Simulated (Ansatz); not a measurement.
The cluster OsO2. The state is a triplet with charge 0. Geometry r2SCAN-D4/def2-TZVP.

```xyz
3

Os   -0.1162   -0.2571    0.3579
O     1.2612    0.6931    0.6173
O    -1.1449   -0.4360   -0.9752
```

In the def2 sets Os takes a core potential; there is no spin–orbit coupling. B3LYP takes the VWN-RPA correlation. The structure comes from a short search, and lower isomers may exist.

(1) Estimate the α-spin orbital energies around the gap (eV) in Ansatz with PBE-D4/def2-TZVP, r2SCAN-D4/def2-TZVP, B3LYP-D4/def2-TZVP, PBE0-D4/def2-TZVP, BHLYP-D4/def2-TZVP.

Answers

(1) 
| orbital | PBE-D4/def2-TZVP | r2SCAN-D4/def2-TZVP | B3LYP-D4/def2-TZVP | PBE0-D4/def2-TZVP | BHLYP-D4/def2-TZVP |
| --- | --- | --- | --- | --- | --- |
| HOMO−13 | -53.05 | -54.76 | -56.08 | -56.68 | -60.29 |
| HOMO−12 | -52.34 | -54.24 | -55.55 | -56.18 | -60.01 |
| HOMO−11 | -51.53 | -53.39 | -54.70 | -55.30 | -59.10 |
| HOMO−10 | -25.07 | -26.31 | -27.40 | -28.02 | -30.79 |
| HOMO−9 | -23.96 | -25.19 | -26.22 | -26.82 | -29.52 |
| HOMO−8 | -12.14 | -12.61 | -13.65 | -14.02 | -15.77 |
| HOMO−7 | -11.85 | -12.19 | -13.14 | -13.45 | -14.88 |
| HOMO−6 | -11.41 | -11.73 | -12.63 | -12.94 | -14.28 |
| HOMO−5 | -10.16 | -10.49 | -11.40 | -11.68 | -13.14 |
| HOMO−4 | -10.02 | -10.44 | -11.28 | -11.61 | -13.13 |
| HOMO−3 | -8.73 | -9.04 | -10.09 | -10.32 | -11.88 |
| HOMO−2 | -7.21 | -7.66 | -8.46 | -8.75 | -10.12 |
| HOMO−1 | -6.89 | -7.33 | -8.18 | -8.44 | -9.94 |
| HOMO | -6.78 | -7.17 | -7.85 | -8.11 | -9.30 |
| LUMO | -4.56 | -4.55 | -3.81 | -3.58 | -2.42 |
| LUMO+1 | -3.55 | -3.45 | -2.87 | -2.62 | -1.55 |
| LUMO+2 | -1.06 | -0.81 | -0.60 | -0.43 | 0.25 |
| LUMO+3 | -0.47 | -0.09 | -0.08 | 0.12 | 0.68 |
| LUMO+4 | 0.68 | 1.30 | 1.09 | 1.40 | 1.91 |
| LUMO+5 | 1.10 | 1.85 | 1.52 | 1.77 | 2.33 |
| β HOMO | -6.39 | -6.74 | -7.65 | -7.85 | -9.34 |
| β LUMO | -5.61 | -5.18 | -4.80 | -4.30 | -3.63 |
